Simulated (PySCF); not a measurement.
Molecule: C5H10O2Si2, SMILES [SiH3]O[SiH2]Cc1occc1, singlet. Atoms near the plane z = 1.2 Å, at the GFN2-xTB optimised geometry (x, y, z in Å): O2 (-2.4, -0.6, 2.5), Si3 (-2.0, -2.0, 1.9), C4 (-1.4, -1.7, 0.1), C5 (-0.5, -0.6, 0.0), C6 (0.9, -0.6, 0.0), C7 (1.3, 0.8, 0.0), C8 (0.2, 1.5, 0.0), O9 (-0.9, 0.7, 0.0), H12 (-3.2, 1.6, 1.5), H13 (-0.9, -2.5, 2.6), H14 (-3.2, -2.8, 1.9), H17 (1.5, -1.4, 0.0), H18 (2.3, 1.2, 0.0), H19 (0.0, 2.6, 0.0).

Calculation: B3LYP/def2-SVP in PySCF. The values are rescaled to run from 0 to 1.

```
|00000000011111111100000000000|
|00000000011111111110000000000|
|00000000111111111111000000000|
|00000000111111111111000000000|
|00000000111111111111000000000|
|00000000111111111100000000000|
|00000000111111111000000110000|
|00001111111111110000001111000|
|00015852111112210000011111100|
|00049994221112320000011111100|
|00049996421123320000011111100|
|00027986532123320111111111100|
|00012345532223321121111111100|
|00011234432233321111000011000|
|00001122333444311100000000000|
|00001123445565211110000000000|
|00011247999875211210000000000|
|00012599999975211110000000000|
|00013899999994210011111000000|
|00014999999994210011111100000|
|00013999999994211111111110000|
|00014899999973211111111110000|
|00014899999953111111111100000|
|00012457999632111111111100000|
|00001123565422111111111000000|
|00000012333221111111110000000|
|00000011222211111111100000000|
|00000001111111111111000000000|
|00000001111111111110000000000|
```
Scale: ten equal steps from 0.000 (start of '0') to 1.00 (end of '9'), in the order '0123456789'; x runs from -5.00 to 5.00, y from -5.00 (bottom) to 5.00 (top).

### Question
Which quantity is mapped?
A. log10 of the electron density
B. an orbital amplitude
C. electrostatic potential
D. electron localisation function

### Answer
C, electrostatic potential. In full: electrostatic potential (hartree/e), clipped to [-0.08, 0.12].
